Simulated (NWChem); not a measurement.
System: C3H6AuN; SMILES C[N+]#[C-]->[Au][CH3]

Input file for NWChem:

```
start job
memory heap 200 mb stack 900 mb global 1100 mb
geometry units angstroms
  Au     0.313263     0.029317    -0.250853
  C      1.201906     0.771819    -1.928236
  H      2.124234     0.248131    -2.176347
  H      1.473341     1.822928    -1.840615
  H      0.575386     0.703039    -2.816411
  C     -2.977579    -0.397461     2.557955
  N     -1.790758    -0.439288     1.832332
  C     -0.795691    -0.478675     1.229254
  H     -3.061176     0.569298     3.057450
  H     -2.981340    -1.194598     3.303836
  H     -3.821111    -0.530160     1.878057
end
basis spherical
  * library def2-svp
end
ecp
  Au library def2-ecp
end
dft
  xc pbe0
  iterations 150
end
driver
  maxiter 120
end
task dft optimize
```

Excerpt of the output:

```
             Northwest Computational Chemistry Package (NWChem) 7.3.0
             --------------------------------------------------------

 C1  symmetry detected

                             Geometry "geometry" -> ""
                             -------------------------

 Output coordinates in angstroms (scale by  1.889725989 to convert to a.u.)

  No.       Tag          Charge          X              Y              Z
 ---- ---------------- ---------- -------------- -------------- --------------
    1 Au                  79.0000     0.08840804     0.48911116    -0.00001093
    2 C                    6.0000    -0.60488619     2.40586687     0.00003283
    3 H                    1.0000     0.17922511     3.13135696    -0.21287729
    4 H                    1.0000    -1.03457201     2.70676327     0.95450440
    5 H                    1.0000    -1.38197321     2.58495607    -0.74170543
    6 C                    6.0000    -0.38800123    -3.83225634    -0.00016986
    7 N                    7.0000     0.04059475    -2.50819906     0.00020495
    8 C                    6.0000     0.40511472    -1.40251471    -0.00001894
    9 H                    1.0000    -0.79373564    -4.08040905     0.98212668
   10 H                    1.0000     0.45292250    -4.49135376    -0.22426335
   11 H                    1.0000    -1.16362936    -3.96027688    -0.75742034

 Effective nuclear repulsion energy (a.u.)     572.7599761340

                                Z-matrix (autoz)
                                --------

 Units are Angstrom for bonds and degrees for angles

      Type          Name      I     J     K     L     M      Value
      ----------- --------  ----- ----- ----- ----- ----- ----------
    1 Stretch                  1     2                       2.03829
    2 Stretch                  1     8                       1.91796
    3 Stretch                  2     3                       1.08926
    4 Stretch                  2     4                       1.08912
    5 Stretch                  2     5                       1.08909
    6 Stretch                  6     7                       1.39170
    7 Stretch                  6     9                       1.09138
    8 Stretch                  6    10                       1.09169
    9 Stretch                  6    11                       1.09152
   10 Stretch                  7     8                       1.16422
   11 Bend                     1     2     3               112.42494
   12 Bend                     1     2     4               113.20444
   13 Bend                     1     2     5               113.41040
   14 Bend                     1     8     7               152.24911
   15 Bend                     2     1     8               169.61947
   16 Bend                     3     2     4               105.74096
   17 Bend                     3     2     5               105.72293
   18 Bend                     4     2     5               105.66012
   19 Bend                     6     8     1               152.41766
   20 Bend                     7     6     9               109.30353
   21 Bend                     7     6    10               109.70809
   22 Bend                     7     6    11               109.30592
   23 Bend                     8     6     9               109.35735
   24 Bend                     8     6    10               109.56786
   25 Bend                     8     6    11               109.39264
   26 Bend                     9     6    10               109.50251
   27 Bend                     9     6    11               109.48600
   28 Bend                    10     6    11               109.52079
   29 Torsion                  1     8     6     9         -72.56015
   30 Torsion                  1     8     6    10         167.41221
   31 Torsion                  1     8     6    11          47.34050
   32 Torsion                  6     7     1     8        -179.91005
   33 Torsion                  2     1     8     7          -0.01860
   34 Torsion                  3     2     1     8        -167.79740
   35 Torsion                  4     2     1     8          72.45204
   36 Torsion                  5     2     1     8         -47.92159
   37 Torsion                  6     9     7     8        -179.43106
   38 Torsion                  6    10     7     8         179.91816
   39 Torsion                  6    11     7     8         179.51288

                           NWChem Geometry Optimization
                           ----------------------------

 maximum gradient threshold         (gmax) =   0.000450
 rms gradient threshold             (grms) =   0.000300
 maximum cartesian step threshold   (xmax) =   0.001800
 rms cartesian step threshold       (xrms) =   0.001200
 fixed trust radius                (trust) =   0.300000
 source of zmatrix                         =   autoz

          -------------------
          Energy Minimization
          -------------------

 Using diagonal initial Hessian
 Scaling for Hessian diagonals: bonds = 1.00  angles = 0.25  torsions = 0.10

          --------
          Step   0

                                 NWChem DFT Module
                                 -----------------

[...]

      ----------------------
      Optimization converged
      ----------------------

  Step       Energy      Delta E   Gmax     Grms     Xrms     Xmax
  ---- ---------------- -------- -------- -------- -------- --------
@   12    -308.06076819 -2.2D-08  0.00023  0.00007  0.00009  0.00020
                                     ok       ok       ok       ok

                                Z-matrix (autoz)
                                --------

 Units are Angstrom for bonds and degrees for angles

[...]
```

Level: PBE0/def2-SVP with def2 effective core potentials on Au. No frequency run checked for a minimum. def2 effective core potentials on Au; no spin-orbit coupling.
